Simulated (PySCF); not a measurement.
Computed shifts of a molecule C6H8, PBE/pcSseg-1 in PySCF, GIAO, gas phase, equivalent atoms averaged, in ppm (number of nuclei): ¹³C: 222.8 (1), 102.9 (1), 80.5 (1), 17.3 (1), 11.7 (2). ¹H: 5.28 (2), 4.78 (1), 1.44 (1), 1.07 (2), 0.50 (2). References: ¹³C against TMS (σ = 182.0 ppm); ¹H against TMS (σ = 31.49 ppm), references at their B3LYP-D3(BJ)/def2-TZVP geometries, non-relativistic. Coordinates come from a PBE0-D3(BJ)/def2-SVP optimisation. Other conformers were not sampled.

Problem. Pick the molecule that these values belong to.
(A) C=C=CC1CC1
(B) C=C=CCC=C
(C) C=C1CC=CC1
(D) C=C1CCC1=C

Solution. A, C=C=CC1CC1
